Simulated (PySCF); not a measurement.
H5Sb, SMILES [SbH5].

Geometry optimised at r2SCAN-D4/def2-TZVP. The def2 effective core potentials stand for the cores of Sb; spin–orbit coupling is left out.

The numbers are results of TDA-PBE/def2-TZVPD (PySCF), not measurements.

Vertical excitations; the highest root listed may be one member of a degenerate set.  State labels are in the subgroup C2v.

Computed lowest excited states:
```
state  symmetry  energy (eV)  λ (nm)      f                          main pairs
-----  --------  -----------  ------  -----  ----------------------------------
S1           A1         4.17     297  0.000                      HOMO→LUMO 95 %
S2           B1         4.87     255  0.020        HOMO→LUMO+1 (degenerate set)
S3           A1         4.87     255  0.020        HOMO→LUMO+2 (degenerate set)
S4           A2         6.38     194  0.000        HOMO→LUMO+4 (degenerate set)
S5           B2         6.38     194  0.000        HOMO→LUMO+3 (degenerate set)
S6           B2         6.74     184  0.195                    HOMO→LUMO+5 91 %
S7           B1         6.76     183  0.047        HOMO→LUMO+6 (degenerate set)
S8           A1         6.77     183  0.047        HOMO→LUMO+7 (degenerate set)
S9           B2         7.46     166  0.096  HOMO−1→LUMO 70 %, HOMO→LUMO+9 27 %
S10          A1         7.51     165  0.000                    HOMO→LUMO+8 89 %
T1           A1         3.10     400      0                      HOMO→LUMO 99 %
T2           B1         4.34     286      0        HOMO→LUMO+1 (degenerate set)
T3           A1         4.34     286      0        HOMO→LUMO+2 (degenerate set)
T4           A2         6.19     200      0                   HOMO→LUMO+4 100 %
```
Triplets are in the Tamm–Dancoff approximation.
